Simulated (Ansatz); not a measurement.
Stepwise reaction of `CO[SiH](C#N)OC` with hydrogen, as a gas-phase model of exchange steps in deposition or etching. ΔE in kJ/mol.

Computed with Ansatz on PBE0-D4/def2-TZVP structures; ΔE is electronic, products minus reactants. CCSD(T)/CBS adds triple-zeta CCSD(T) − MP2 to the extrapolated MP2 energy (def2 sets, frozen cores). This one scheme is used for every species. Functionals use def2-TZVPP. B3LYP here is the variant with VWN-RPA as its local correlation; programs differ in this. One conformer a species, not always the lowest.

| step | reaction | PBE-D4 | B3LYP-D4 | ωB97M-V | CCSD(T)/CBS |
| --- | --- | --- | --- | --- | --- |
| 2 | `CO[SiH2]C#N` + H₂ → `N#C[SiH3]` + CH₃OH | 68.9 | 77.8 | 76.8 | 77.3 |

Give the row of step 1, `CO[SiH](C#N)OC` + H₂ → `CO[SiH2]C#N` + CH₃OH. (Estimate.)

The calculation gave: 
```tsv
step	reaction	PBE-D4	B3LYP-D4	ωB97M-V	CCSD(T)/CBS
1	`CO[SiH](C#N)OC` + H₂ → `CO[SiH2]C#N` + CH₃OH	82.1	90.9	90.3	90.2
```

By hand: ΔE of the 2 steps together at CCSD(T)/CBS.

(90.2) + (77.3) = 167.5 kJ/mol, or 83.8 kJ/mol a step.

In ΔE each step is lower than the one before. All are uphill at CCSD(T)/CBS. PBE-D4 differs from CCSD(T)/CBS by -8.4 to -8.1 kJ/mol a step. Isolated molecules leave out the surface, adducts and barriers. Largest T1 diagnostic: 0.013.
